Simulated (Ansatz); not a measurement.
The same path of F2H2Si + H2O (8 atoms, charge 0, multiplicity 1) was run twice with different band settings. Lost on the way: Si1–H2, O6–H8. Made: Si1–O6, H2–H8.

Method: RKS B3LYP/def2-SVP (Ansatz).

Relaxed end points:

```xyz
8
Properties=species:S:1:pos:R:3
Si 0.359 0.028 0.010
H 0.575 0.501 1.387
H 1.597 0.018 -0.803
F -0.696 0.969 -0.789
F -0.210 -1.494 -0.018
O -2.219 -0.077 1.319
H -2.544 0.421 0.555
H -2.246 -0.996 1.016
```

```xyz
8
Properties=species:S:1:pos:R:3
Si -0.174 -0.306 -0.823
H -1.165 0.781 3.592
H 1.225 -0.405 -0.400
F -0.437 1.085 -1.598
F -0.527 -1.462 -1.892
O -1.135 -0.427 0.499
H -2.095 -0.384 0.405
H -1.075 0.487 2.895
```

Common settings: movable images 7; climbing image yes; spring 5.0 eV/Å²; optimiser quadratic models (default); start path through a guess of the saddle point; iteration limit 60; end points relaxed.

| run | force threshold |
| --- | --- |
| 1 | 0.05 eV/Å |
| 2 | 0.5 eV/Å |

(1) What does each run give, and how far can it be trusted?

## Answers

(1) Run 1: converged after 32 iterations, highest image 1.507 eV above the first end. Neighbouring images differ by up to 1.9 eV, so the band resolves the path poorly. A vibrational analysis at the climbing image gives one clearly imaginary mode, 1310i cm⁻¹: a first-order saddle point.
Run 2: converged after 11 iterations, highest image 1.641 eV above the first end. The threshold of 0.5 eV/Å is loose, so the images may lie well off the minimum-energy path. Neighbouring images differ by up to 1.7 eV, so the band resolves the path poorly. The order of the stationary point at the top wasn't checked.
The orbitals stay closed-shell, which can raise the energy where a bond breaks towards radicals; this wasn't checked here.
